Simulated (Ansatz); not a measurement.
Ansatz (a first-principles code) input (BHLYP/def2-TZVPD):

Ansatz 0.2 input:
```yaml
crystal:
  periodic: [false, false, false]
  atoms:
    - {symbol: C, position_ang: [-1.94985598, -0.12542302, 0.30106425]}
    - {symbol: N, position_ang: [-0.75538567, 0.59690813, -0.03974377]}
    - {symbol: C, position_ang: [-0.56333501, 1.70354555, 0.85705084]}
    - {symbol: Ge, position_ang: [0.80361053, -0.58274749, -0.36928065]}
    - {symbol: H, position_ang: [-2.84760054, 0.51560434, 0.22516144]}
    - {symbol: H, position_ang: [-1.95038310, -0.53277701, 1.33774520]}
    - {symbol: H, position_ang: [-2.08435449, -0.97332882, -0.37640278]}
    - {symbol: H, position_ang: [-0.42617983, 1.39392079, 1.91613003]}
    - {symbol: H, position_ang: [-1.42910341, 2.39478313, 0.83855713]}
    - {symbol: H, position_ang: [0.32643441, 2.26680780, 0.57211986]}
    - {symbol: H, position_ang: [1.23653394, -0.72562074, 1.21300597]}
    - {symbol: H, position_ang: [1.82596172, 0.66143804, -0.57982021]}
basis:
  gaussian:
    orbitals: def2-TZVPD
hamiltonian:
  xc: {name: BHLYP}
total_charge: -1
output: {forces: true}
```

End of the output:

```
integrals: 0.18 GiB planned
1519 factors; their error is unknown
0.40 GiB of the device are held for the grids
1.40 GiB of device memory are held for the factors and their scratch space
mean field: 1.39 GiB planned
mean field evaluation 1: about -60209.0117 eV, gradient 2.7e1 eV
mean field evaluation 2: about -60209.6315 eV, gradient 2.3e1 eV
mean field evaluation 4: about -60210.6841 eV, gradient 1.9e0 eV
mean field evaluation 8: about -60211.1584 eV, gradient 1.8e-1 eV
mean field evaluation 16: about -60211.1585 eV, gradient 1.8e-5 eV
mean field -60211.15847266 eV, -2212.7192612814 hartree, gradient 1.8e-5 eV, S^2 0.000000; 0 other end points of the search recorded, 0 dependent functions left out
the calculation of the forces begins
reference -60211.15868301 eV, -2212.7192690115 hartree; 30, 30 occupied and 207, 207 virtual orbitals, 1519 factors
Total energy: -60211.15868301 eV, -2212.7192690115 hartree
Atom 0 at    -1.949856    -0.125423     0.301064 Å, force    -0.051588    -0.009644     0.023044 eV/Å
Atom 1 at    -0.755386     0.596908    -0.039744 Å, force     0.016293    -0.166969     0.231063 eV/Å
Atom 2 at    -0.563335     1.703546     0.857051 Å, force    -0.000618     0.013312     0.035902 eV/Å
Atom 3 at     0.803611    -0.582747    -0.369281 Å, force    -0.054967     0.467916     0.303652 eV/Å
Atom 4 at    -2.847601     0.515604     0.225161 Å, force     0.244457    -0.167675     0.004959 eV/Å
Atom 5 at    -1.950383    -0.532777     1.337745 Å, force     0.033178     0.122660    -0.291956 eV/Å
Atom 6 at    -2.084354    -0.973329    -0.376403 Å, force     0.012170     0.219652     0.167489 eV/Å
Atom 7 at    -0.426180     1.393921     1.916130 Å, force    -0.044356     0.065010    -0.300838 eV/Å
Atom 8 at    -1.429103     2.394783     0.838557 Å, force     0.240696    -0.196564    -0.013050 eV/Å
Atom 9 at     0.326434     2.266808     0.572120 Å, force    -0.226209    -0.119652     0.067698 eV/Å
Atom 10 at     1.236534    -0.725621     1.213006 Å, force    -0.057580    -0.037252    -0.199218 eV/Å
Atom 11 at     1.825962     0.661438    -0.579820 Å, force    -0.111476    -0.190795    -0.028745 eV/Å
Dipole moment:    -0.476404     0.217746     0.150450 e Å
```

It need not be the lowest isomer of its formula. Whether it binds its extra electron was not tested at this geometry.
